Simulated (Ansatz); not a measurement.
One change: `[AlH2][CH2][GaH2]` becomes `B[CH2][AlH2]`.

Ansatz, PBE0-D4/def2-TZVP geometries, multiplicity 1. 

Scalar relativity is left out up to krypton.

```tsv
property	`[AlH2][CH2][GaH2]`
HOMO–LUMO gap (PBE0/def2-TZVPP) / eV	5.96
zero-point energy (PBE0-D4/def2-TZVP) / kJ/mol	136.6
LUMO energy (B3LYP/def2-TZVPP) / eV	-2.10
HOMO energy (PBE0/def2-TZVPP) / eV	-7.82
HOMO energy (B3LYP/def2-TZVPP) / eV	-7.60
ideal-gas entropy at 298 K and 1 bar (rigid rotor, harmonic PBE0-D4/def2-TZVP) / J/(mol·K)	337
```

What does the change do to each property? (Estimate.)

Computed: 
```json
{"property": "HOMO–LUMO gap (PBE0/def2-TZVPP) / eV", "`B[CH2][AlH2]`": "6.27", "shift": "0.31"}
{"property": "zero-point energy (PBE0-D4/def2-TZVP) / kJ/mol", "`B[CH2][AlH2]`": "157.4", "shift": "20.8"}
{"property": "LUMO energy (B3LYP/def2-TZVPP) / eV", "`B[CH2][AlH2]`": "-2.25", "shift": "-0.15"}
{"property": "HOMO energy (PBE0/def2-TZVPP) / eV", "`B[CH2][AlH2]`": "-8.32", "shift": "-0.50"}
{"property": "HOMO energy (B3LYP/def2-TZVPP) / eV", "`B[CH2][AlH2]`": "-8.09", "shift": "-0.49"}
{"property": "ideal-gas entropy at 298 K and 1 bar (rigid rotor, harmonic PBE0-D4/def2-TZVP) / J/(mol·K)", "`B[CH2][AlH2]`": "309", "shift": "-28"}
```

With PBE0 the HOMO falls by 0.50 eV and the LUMO falls by 0.19 eV, so the gap widens by about 0.31 eV. PBE moves the HOMO by -0.49 eV and ωB97M-V by -0.53 eV. Modes under 60 cm⁻¹, often nearly free rotors, make the harmonic entropy too high.

B3LYP here is the variant with VWN-RPA as its local correlation; programs differ in this.
